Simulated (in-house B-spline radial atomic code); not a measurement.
Inner-shell binding energies (edges) and X-ray emission energies of free atoms and ions, as differences of relaxed hole-state energies with first-order Breit, QED and recoil terms, without correlation or multiplet splittings, in NIST's listed ground configurations. For neutral atoms such line energies lie within some 1 to 5 eV of tabulated X-ray lines (up to 20 eV for the heaviest). Removing outer electrons raises all edges nearly alike, so lines move far less than edges. K = 1s, L1 = 2s, M5 = 3d5/2. A dash marks a subshell that is part filled or wasn't run, or a line left out. Computed with an all-electron radial atomic-structure program (B-spline basis): Dirac-Hartree-Fock, average of the configuration, finite nuclei.

```json
{"ion": "Te", "configuration": "[Kr] 4d10 5s2 5p4", "K edge (eV)": "31821.7", "L1 edge (eV)": "4955", "M5 edge (eV)": "581.52"}
{"ion": "Te+", "configuration": "[Kr] 4d10 5s2 5p3", "K edge (eV)": "31831.8", "L1 edge (eV)": "4965.03", "M5 edge (eV)": "591.49"}
{"ion": "Te2+", "configuration": "[Kr] 4d10 5s2 5p2", "K edge (eV)": "31843.1", "L1 edge (eV)": "4976.26", "M5 edge (eV)": "602.65"}
{"ion": "Te3+", "configuration": "[Kr] 4d10 5s2 5p1", "K edge (eV)": "31855.6", "L1 edge (eV)": "4988.57", "M5 edge (eV)": "614.85"}
{"ion": "Te4+", "configuration": "[Kr] 4d10 5s2", "K edge (eV)": "31869.1", "L1 edge (eV)": "5001.84", "M5 edge (eV)": "627.99"}
{"ion": "Te6+", "configuration": "[Kr] 4d10", "K edge (eV)": "31901.1", "L1 edge (eV)": "5033.15", "M5 edge (eV)": "659.18"}
{"ion": "Te7+", "configuration": "[Kr] 4d9", "K edge (eV)": "31928.2", "L1 edge (eV)": "5060.46", "M5 edge (eV)": "-"}
```
